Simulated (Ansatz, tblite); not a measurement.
Cost and result up the ladder for (H2In-mu-F)2 (In₂H₄F₂) (8 atoms). The state is a singlet with charge 0. Geometry: B3LYP-D4/def2-SVP.

```xyz
8

In   -1.1976    0.6432    1.0222
H    -1.3552   -0.3488    2.4089
H    -1.8305    2.0629    0.3038
F    -0.9189   -0.7307   -0.6176
In    1.1975   -0.6427   -1.0227
H     1.3404    0.3616   -2.4023
H     1.8429   -2.0645   -0.3201
F     0.9212    0.7191    0.6277
```

Ansatz on 2 threads of Arm Neoverse V1 on a shared host; xTB runs through tblite on one thread. Times are rough, summed over both states, and most runs start from the orbitals of an earlier one. No level here is sound enough to serve as a yardstick. The other state is a triplet.

In the def2 sets In takes a core potential; there is no spin–orbit coupling. The xTB rows come from tblite.

xTB has no spin-polarisation term.

```json
{"level": "GFN2-xTB", "functions": "30", "wall time": "0.007 s", "vertical triplet (eV)": "4.78"}
{"level": "GFN1-xTB", "functions": "34", "wall time": "0.011 s", "vertical triplet (eV)": "5.61"}
{"level": "PBE-D4/def2-TZVP", "functions": "186", "wall time": "15 s", "vertical triplet (eV)": "5.40"}
{"level": "r2SCAN-D4/def2-TZVP (with forces)", "functions": "186", "wall time": "41 s", "vertical triplet (eV)": "5.81"}
```
